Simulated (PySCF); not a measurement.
**Electron correlation in Be (beryllium, neutral)**

[He] 2p2, high-spin 3P determinant (an excited configuration). Computed with PySCF 2.14 in x2c-QZVPPall (7s4p2d1f, 36 functions), with scalar relativity by spin-free X2C-1e. Frozen: nothing; 4 electrons correlated.

MP2 pair energies summed by pair of shells (mhartree):

```
 pair  energy  share (%)
1s-1s  -18.91       67.2
2p-2p   -5.97       21.2
1s-2p   -3.27       11.6
```

Total MP2 correlation energy: -28.15 mhartree.

Same-spin part -7.67 and opposite-spin part -20.48 mhartree; SCS-MP2 scales them by 1/3 and 6/5 to -27.14 mhartree.

This basis was not built for core-valence correlation, so the inner-shell part is incomplete.
